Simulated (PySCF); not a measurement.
Computed with PBE0-D3(BJ)/def2-TZVP // PBE0-D3(BJ)/def2-SVP (PySCF). Isolated molecules, 0 K electronic values unless said otherwise. One relaxed conformer stands for a flexible species; it need not be the lowest. 

Reference species (SMILES): `C[CH2][Ga]([CH2]C)[CH2]C` (neutral, multiplicity 1).

* **HOMO**: -6.84 eV
* **LUMO**: -0.52 eV
* **S1 oscillator strength**: 0.000

Changed species: `C[O][Ga]([O]C)[CH2]C` (1 of 3 OCH3 replaced by C2H5; the reference has 3 of 3 OCH3 replaced by C2H5).

Q: What does the change do to the HOMO, LUMO and S1 oscillator strength?

A: the HOMO falls by 0.52 eV, to -7.36 eV; the LUMO rises by 0.49 eV, to -0.03 eV; the S1 oscillator strength hardly moves.
